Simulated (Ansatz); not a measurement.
Program: Ansatz. Geometries: PBE0-D4/def2-TZVP. ΔE: electronic, gas phase. CCSD(T)/CBS is the MP2 limit (def2-TZVPP, def2-QZVPP) plus CCSD(T) − MP2 in def2-TZVPP, frozen cores. DFT in def2-TZVPP. Elements past krypton have def2 core potentials. For Sn outer-core shells are correlated without core-valence functions, which leaves a few kJ/mol of doubt a bond. One conformer a species, not always the lowest.

Consider the substitution at a C–C bond: `C[C](=O)[SnH3]` + `OB(S)Cl` → `CSB(O)Cl` + `O=[CH][SnH3]`.

```csv
level,ΔE (eV)
ωB97X-V,0.46
PBE,0.47
r2SCAN,0.49
HF/def2-TZVPP,0.46
CCSD/def2-TZVPP,0.47
CCSD(T)/def2-TZVPP,0.47
HF/def2-QZVPP,0.45
MP2/def2-QZVPP,0.47
```

Q: What does CCSD(T)/CBS give? (Estimate.)

A: Ansatz gave: +0.46 eV. The listed levels differ from it by 0.00, 0.01, 0.03, 0.00, 0.01, 0.01, -0.01, 0.01 eV.

Largest T1 diagnostic among the species: 0.016.
